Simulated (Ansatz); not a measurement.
`N[SiH2]C(O)(F)F` and `CBC(O)(F)F` differ in one atom or group.

Ansatz, PBE0-D4/def2-TZVP geometries, multiplicity 1. Each molecule was computed in one conformer, which needn't be the lowest.

| property | `N[SiH2]C(O)(F)F` |
| --- | --- |
| size of the dipole moment (B3LYP/def2-TZVPP) / D | 1.88 |
| HOMO–LUMO gap (B3LYP/def2-TZVPP) / eV | 7.53 |
| HOMO–LUMO gap (ωB97M-V/def2-TZVPP) / eV | 11.94 |
| size of the dipole moment (ωB97M-V/def2-TZVPP) / D | 1.89 |
| HOMO energy (B3LYP/def2-TZVPP) / eV | -7.54 |
| HOMO–LUMO gap (PBE/def2-TZVPP) / eV | 5.72 |

Question: Give the same properties after the change, and the shifts. (Best estimate.)

Answer: The calculation gave: 
```csv
property,`CBC(O)(F)F`,shift
size of the dipole moment (B3LYP/def2-TZVPP) / D,2.89,1.01
HOMO–LUMO gap (B3LYP/def2-TZVPP) / eV,6.62,-0.91
HOMO–LUMO gap (ωB97M-V/def2-TZVPP) / eV,11.43,-0.51
size of the dipole moment (ωB97M-V/def2-TZVPP) / D,2.90,1.01
HOMO energy (B3LYP/def2-TZVPP) / eV,-8.61,-1.07
HOMO–LUMO gap (PBE/def2-TZVPP) / eV,4.47,-1.25
```

With PBE0 the HOMO falls by 1.05 eV and the LUMO falls by 2.04 eV, so the gap narrows by about 0.99 eV. PBE moves the HOMO by -0.92 eV and ωB97M-V by -1.07 eV. Dipoles are sizes alone; their direction can turn.

B3LYP here is the variant with VWN-RPA as its local correlation; programs differ in this.
